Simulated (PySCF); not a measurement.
H4P2, SMILES PP (connectivity only; charge and spin as stated), charge +1, multiplicity 2. Atoms are numbered in the order given.

```xyz
6

P     -1.0673    -0.1218     0.0000
P      1.0673     0.1218     0.0000
H     -1.4744     0.6611     1.1002
H     -1.4744     0.6611    -1.1002
H      1.4744    -0.6611     1.1002
H      1.4744    -0.6611    -1.1002
```
Charge +1, spin multiplicity 2.

The structure is a stationary point at B3LYP-D3(BJ)/def2-TZVP. The spin state was assumed, not searched.

Method: PySCF with B3LYP/pcH-1.

Unrestricted Kohn–Sham, ⟨S²⟩ = 0.757. Hyperfine tensors hold the contact and dipolar terms, without spin-orbit corrections.

Q: Estimate the hyperfine couplings. (The exact figures need the calculation; the answer reports its results.)

A: 
| nucleus | A(iso) (MHz) | A(iso) (G) | dipolar principal values (MHz) |
|---|---|---|---|
| 31P no. 1 | 601.3 | 214.6 | -194.3, -173.0, 367.2 |
| 31P no. 2 | 601.3 | 214.6 | -194.3, -173.0, 367.2 |
| 1H no. 3 | 43.4 | 15.5 | -7.6, -0.5, 8.1 |
| 1H no. 4 | 43.4 | 15.5 | -7.6, -0.5, 8.1 |
| 1H no. 5 | 43.4 | 15.5 | -7.6, -0.5, 8.1 |
| 1H no. 6 | 43.4 | 15.5 | -7.6, -0.5, 8.1 |

Q: And the g tensor (effective nuclear charges for spin-orbit coupling, GIAO)? (Estimate from the structure and the level; the computed values follow.)

A: principal values 2.0021, 2.0074, 2.0173; isotropic 2.0089.
